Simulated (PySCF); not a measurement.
# Two-component Hartree-Fock for Pd (palladium, neutral)

Start: [Kr] 4d10. Calculated with PySCF 2.14 in x2c-TZVPPall-2c with one added diffuse shell each of s, p, d, f type (9s10p8d3f1g, 109 functions): generalised Hartree-Fock with the X2C-1e Hamiltonian and a Gaussian nucleus; spin-orbit coupling (SO) screened by Boettger's factors.

| spinor shell | electrons | ε, screened SO (eV) | weight of nominal j (screened SO) | rms radius, screened SO (bohr) |
| --- | --- | --- | --- | --- |
| 1s1/2 | 2 | -24473.3 | 1.000 | 0.0365 |
| 2s1/2 | 2 | -3656.3 | 1.000 | 0.150 |
| 2p1/2 | 2 | -3381.8 | 1.000 | 0.130 |
| 2p3/2 | 4 | -3220.5 | 1.000 | 0.135 |
| 3s1/2 | 2 | -694.59 | 1.000 | 0.403 |
| 3p1/2 | 2 | -584.79 | 1.000 | 0.399 |
| 3p3/2 | 4 | -555.61 | 1.000 | 0.410 |
| 3d3/2 | 4 | -362.43 | 1.000 | 0.387 |
| 3d5/2 | 6 | -356.70 | 1.000 | 0.390 |
| 4s1/2 | 2 | -104.46 | 1.000 | 1.02 |
| 4p1/2 | 2 | -68.600 | 1.000 | 1.11 |
| 4p3/2 | 4 | -63.832 | 1.000 | 1.14 |
| 4d3/2 | 4 | -9.285 | 1.000 | 1.71 |
| 4d5/2 | 6 | -8.702 | 1.000 | 1.76 |

```json
{"quantity": "E (hartree)", "screened SO": "-5043.17832"}
{"quantity": "M_J", "screened SO": "0"}
{"quantity": "⟨J²⟩", "screened SO": "0.000"}
{"quantity": "⟨L²⟩", "screened SO": "0.015"}
{"quantity": "⟨S²⟩", "screened SO": "0.015"}
```

Breit and QED terms are absent; they matter most for the inner s and p1/2 levels.

Densities and radii are taken from the X2C orbitals without a picture-change correction, which distorts them close to the nucleus.
